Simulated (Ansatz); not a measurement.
One change: `[SiH3]C1C=C1` becomes `FC1([SiH3])C=C1`.

Ansatz, PBE0-D4/def2-TZVP geometries, multiplicity 1. 

| property | `[SiH3]C1C=C1` |
| --- | --- |
| LUMO energy (ωB97M-V/def2-TZVPP) / eV | 1.75 |
| HOMO energy (B3LYP/def2-TZVPP) / eV | -6.80 |
| size of the dipole moment (ωB97M-V/def2-TZVPP) / D | 1.37 |
| HOMO–LUMO gap (ωB97M-V/def2-TZVPP) / eV | 10.95 |
| size of the dipole moment (PBE/def2-TZVPP) / D | 1.40 |
| HOMO–LUMO gap (PBE/def2-TZVPP) / eV | 4.53 |

(1) Give the same properties after the change, and the shifts. (Best estimate.)

## Answers

(1) The calculation gave: 
```csv
property,`FC1([SiH3])C=C1`,shift
LUMO energy (ωB97M-V/def2-TZVPP) / eV,1.50,-0.25
HOMO energy (B3LYP/def2-TZVPP) / eV,-7.86,-1.06
size of the dipole moment (ωB97M-V/def2-TZVPP) / D,2.28,0.91
HOMO–LUMO gap (ωB97M-V/def2-TZVPP) / eV,11.77,0.82
size of the dipole moment (PBE/def2-TZVPP) / D,2.16,0.76
HOMO–LUMO gap (PBE/def2-TZVPP) / eV,5.21,0.68
```

With PBE0 the HOMO falls by 1.07 eV and the LUMO falls by 0.28 eV, so the gap widens by about 0.79 eV. PBE moves the HOMO by -0.97 eV and ωB97M-V by -1.07 eV. Dipoles are sizes alone; their direction can turn.

B3LYP here is the variant with VWN-RPA as its local correlation; programs differ in this.
